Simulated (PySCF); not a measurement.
# Ar⁺: ionisation energy

Ar⁺ [Ne] 3s2 3p5 (2P) → Ar²⁺ [Ne] 3s2 3p4 (3P), as a difference of total energies. All numbers are calculated (PySCF 2.14, the spin-free X2C one-electron Hamiltonian (Gaussian nucleus), in x2c-QZVPPall (9s6p4d2f1g, 70 functions)). Correlated levels: valence: [Ne] frozen. The calculations carry no spin-orbit coupling.

```json
{"method": "UHF", "ionisation energy (eV)": "26.354"}
{"method": "MP2 (valence)", "ionisation energy (eV)": "27.469"}
{"method": "SCS-MP2 (valence)", "ionisation energy (eV)": "27.485"}
{"method": "CCSD (valence)", "ionisation energy (eV)": "27.452"}
{"method": "CCSD(T) (valence)", "ionisation energy (eV)": "27.496"}
```

Problem. How much does correlation contribute at CCSD(T) (valence)?

Solution. 27.496 − (26.354) = 1.142 eV, measured against UHF.

A first-order spin-orbit estimate (lowest level to lowest level, LS coupling) adds -0.006 eV.

Errors of the correlated levels include the incompleteness of this basis and the frozen core.

For comparison: 27.630 eV (measured; NIST Atomic Spectra Database, ionization energies).
